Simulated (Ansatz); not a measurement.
Ansatz (a quantum-chemistry and plane-wave program) input file for F₃HOZr, SMILES [F][Zr]([F])([F])[OH], multiplicity 1, B3LYP-D3(BJ)/def2-SVP. 

Ansatz 0.2 input:
```yaml
crystal:
  periodic: [false, false, false]
  atoms:
    - {symbol: Zr, position_ang: [0.00837538, 0.01287820, -0.00692320]}
    - {symbol: F, position_ang: [-0.19566071, 0.99944178, 1.55165883]}
    - {symbol: F, position_ang: [1.64268578, -0.86000021, 0.10135359]}
    - {symbol: F, position_ang: [-1.31170339, -1.28787900, -0.01129939]}
    - {symbol: O, position_ang: [-0.13962299, 1.04925013, -1.51838772]}
    - {symbol: H, position_ang: [-0.43592654, 1.42680783, -2.35138780]}
basis:
  gaussian:
    orbitals: def2-SVP
hamiltonian:
  xc: b3lyp
  dispersion: d3bj
relax: {f_tol: 0.002, max_steps: 200}
```

Log of the run:

```
WARN ansatz: RAYON_NUM_THREADS=1 ignored (pool sized by the plan → 1); use --threads N
Functional definition: B3LYP
integrals: 0.04 GiB planned
967 factors; integrals over basis functions are off by at most 2.0e-4 eV
mean field: 0.34 GiB planned
mean field evaluation 1: about -11484.8058 eV, gradient 8.1e1 eV
mean field evaluation 2: about -11443.0886 eV, gradient 1.8e2 eV
mean field evaluation 4: about -11495.2206 eV, gradient 5.5e0 eV
mean field evaluation 8: about -11495.3082 eV, gradient 3.0e-1 eV
mean field evaluation 16: about -11495.3084 eV, gradient 2.7e-5 eV
mean field -11495.30835528 eV, -422.4447902567 hartree, gradient 2.7e-5 eV, S^2 0.000000; 0 other end points of the search recorded, 0 dependent functions left out
the calculation of the forces begins
reference -11495.30865547 eV, -422.4448012886 hartree; 24, 24 occupied and 68, 68 virtual orbitals, 967 factors
relax step   1: F+E_penalty+E_count = -11495.47327165 eV  Δ(F+E_penalty+E_count) = +0.000e0 eV  max|allowed force component| = 2.562e0 eV/Å  Δτ_max = 0.0000 Å  (26 SCF iters, accepted)
these checks for a lower state are left out or cut short: starts, cluster_reference, orbital_swaps, neighbouring_geometries, increment
integrals: 0.04 GiB planned
967 factors; integrals over basis functions are off by at most 2.2e-4 eV
mean field: 0.34 GiB planned
mean field -11495.61078400 eV, -422.4559043072 hartree, gradient 1.9e-5 eV, S^2 0.000000; 0 other end points of the search recorded, 0 dependent functions left out
the calculation of the forces begins
reference -11495.61108817 eV, -422.4559154851 hartree; 24, 24 occupied and 68, 68 virtual orbitals, 967 factors
relax step   2: F+E_penalty+E_count = -11495.77194773 eV  Δ(F+E_penalty+E_count) = -2.987e-1 eV  max|allowed force component| = 1.267e-1 eV/Å  Δτ_max = 0.0851 Å  (28 SCF iters, accepted)
these checks for a lower state are left out or cut short: starts, cluster_reference, orbital_swaps, neighbouring_geometries, increment
integrals: 0.04 GiB planned
967 factors; integrals over basis functions are off by at most 2.2e-4 eV
mean field: 0.34 GiB planned
mean field -11495.61303973 eV, -422.4559872036 hartree, gradient 6.1e-6 eV, S^2 0.000000; 0 other end points of the search recorded, 0 dependent functions left out
the calculation of the forces begins
reference -11495.61334390 eV, -422.4559983817 hartree; 24, 24 occupied and 68, 68 virtual orbitals, 967 factors
relax step   3: F+E_penalty+E_count = -11495.77433727 eV  Δ(F+E_penalty+E_count) = -2.390e-3 eV  max|allowed force component| = 7.659e-2 eV/Å  Δτ_max = 0.0148 Å  (31 SCF iters, accepted)
these checks for a lower state are left out or cut short: starts, cluster_reference, orbital_swaps, neighbouring_geometries, increment
integrals: 0.04 GiB planned
967 factors; integrals over basis functions are off by at most 2.2e-4 eV
mean field: 0.34 GiB planned
mean field evaluation 32: about -11495.5843 eV, gradient 4.0e-2 eV
mean field -11495.61819689 eV, -422.4561767258 hartree, gradient 6.8e-6 eV, S^2 0.000000; 0 other end points of the search recorded, 0 dependent functions left out
the calculation of the forces begins
reference -11495.61850072 eV, -422.4561878915 hartree; 24, 24 occupied and 68, 68 virtual orbitals, 967 factors
relax step   4: F+E_penalty+E_count = -11495.77943360 eV  Δ(F+E_penalty+E_count) = -5.096e-3 eV  max|allowed force component| = 1.380e-1 eV/Å  Δτ_max = 0.0460 Å  (30 SCF iters, accepted)
these checks for a lower state are left out or cut short: starts, cluster_reference, orbital_swaps, neighbouring_geometries, increment
integrals: 0.04 GiB planned
967 factors; integrals over basis functions are off by at most 2.2e-4 eV
mean field: 0.34 GiB planned
mean field -11495.61902509 eV, -422.4562071615 hartree, gradient 8.5e-6 eV, S^2 0.000000; 0 other end points of the search recorded, 0 dependent functions left out
the calculation of the forces begins
reference -11495.61932883 eV, -422.4562183237 hartree; 24, 24 occupied and 68, 68 virtual orbitals, 967 factors
relax step   5: F+E_penalty+E_count = -11495.78020967 eV  Δ(F+E_penalty+E_count) = -7.761e-4 eV  max|allowed force component| = 4.635e-1 eV/Å  Δτ_max = 0.0648 Å  (29 SCF iters, accepted)
these checks for a lower state are left out or cut short: starts, cluster_reference, orbital_swaps, neighbouring_geometries, increment
integrals: 0.04 GiB planned
967 factors; integrals over basis functions are off by at most 2.2e-4 eV
mean field: 0.34 GiB planned
mean field -11495.62192957 eV, -422.4563138992 hartree, gradient 6.0e-6 eV, S^2 0.000000; 0 other end points of the search recorded, 0 dependent functions left out
the calculation of the forces begins
reference -11495.62223319 eV, -422.4563250570 hartree; 24, 24 occupied and 68, 68 virtual orbitals, 967 factors
relax step   6: F+E_penalty+E_count = -11495.78312620 eV  Δ(F+E_penalty+E_count) = -2.917e-3 eV  max|allowed force component| = 4.470e-3 eV/Å  Δτ_max = 0.0101 Å  (31 SCF iters, accepted)
these checks for a lower state are left out or cut short: starts, cluster_reference, orbital_swaps, neighbouring_geometries, increment
integrals: 0.04 GiB planned
967 factors; integrals over basis functions are off by at most 2.2e-4 eV
mean field: 0.34 GiB planned
mean field -11495.62193031 eV, -422.4563139263 hartree, gradient 6.0e-5 eV, S^2 0.000000; 0 other end points of the search recorded, 0 dependent functions left out
the calculation of the forces begins
reference -11495.62223394 eV, -422.4563250848 hartree; 24, 24 occupied and 68, 68 virtual orbitals, 967 factors
relax step   7: F+E_penalty+E_count = -11495.78312934 eV  Δ(F+E_penalty+E_count) = -3.139e-6 eV  max|allowed force component| = 8.799e-4 eV/Å  Δτ_max = 0.0007 Å  (19 SCF iters, accepted)
integrals: 0.04 GiB planned
967 factors; integrals over basis functions are off by at most 2.2e-4 eV
mean field: 0.34 GiB planned
mean field evaluation 64: about -11495.5877 eV, gradient 4.1e-1 eV
mean field -11495.62193031 eV, -422.4563139263 hartree, gradient 6.0e-5 eV, S^2 0.000000; 1 other end points of the search recorded, 0 dependent functions left out
the calculation of the forces begins
reference -11495.62223394 eV, -422.4563250848 hartree; 24, 24 occupied and 68, 68 virtual orbitals, 967 factors
Total energy: -11495.78343298 eV, -422.4622490400 hartree
Atom 0 at    -0.024199    -0.036048     0.018340 Å, force    -0.000169     0.000362    -0.000697 eV/Å
Atom 1 at    -0.212218     1.076548     1.563848 Å, force     0.000019     0.000020     0.000031 eV/Å
Atom 2 at     1.703600    -0.858116     0.045513 Å, force     0.000035     0.000001     0.000008 eV/Å
Atom 3 at    -1.366522    -1.399175     0.061566 Å, force     0.000034     0.000031    -0.000006 eV/Å
Atom 4 at    -0.217624     1.014630    -1.564522 Å, force     0.000085    -0.000498     0.000880 eV/Å
Atom 5 at    -0.314889     1.542660    -2.359731 Å, force    -0.000004     0.000084    -0.000215 eV/Å
Dipole moment:    -0.059264     0.321809    -0.484706 e Å
```

The run converged.
